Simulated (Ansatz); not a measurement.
Cartesian coordinates (Å):
```xyz
13

C      2.6803     0.3392    -0.5496
C      1.5239    -0.1919    -0.2762
C      0.3589    -0.7103    -0.0168
C     -0.9616    -0.1003    -0.4133
C     -1.8367     0.2315     0.7973
H      3.2123     0.0960    -1.4630
H      3.1550     1.0410     0.1275
H      0.3200    -1.6447     0.5398
H     -1.4946    -0.8043    -1.0611
H     -0.7795     0.7985    -1.0045
H     -2.7965     0.6454     0.4824
H     -2.0363    -0.6613     1.3944
H     -1.3452     0.9612     1.4431
```
Charge 0, multiplicity 1.

Level of theory: Ansatz (a first-principles code) with frozen-core CCSD(T)/def2-TZVPP // B3LYP-D3(BJ)/def2-TZVP.

```
Quantity                        Value
----------------------  -------------
HF energy               -194.01015 Ha
MP2 correlation energy    -0.82305 Ha
```

Q: Estimate the CCSD correlation energy, the (T) correction, the total energy and the T1 diagnostic.

A: 
| Item | Value |
|---|---|
| CCSD correlation energy | -0.86939 Ha |
| (T) correction | -0.03905 Ha |
| CCSD(T) total energy | -194.91858 Ha |
| T1 diagnostic | 0.011 |
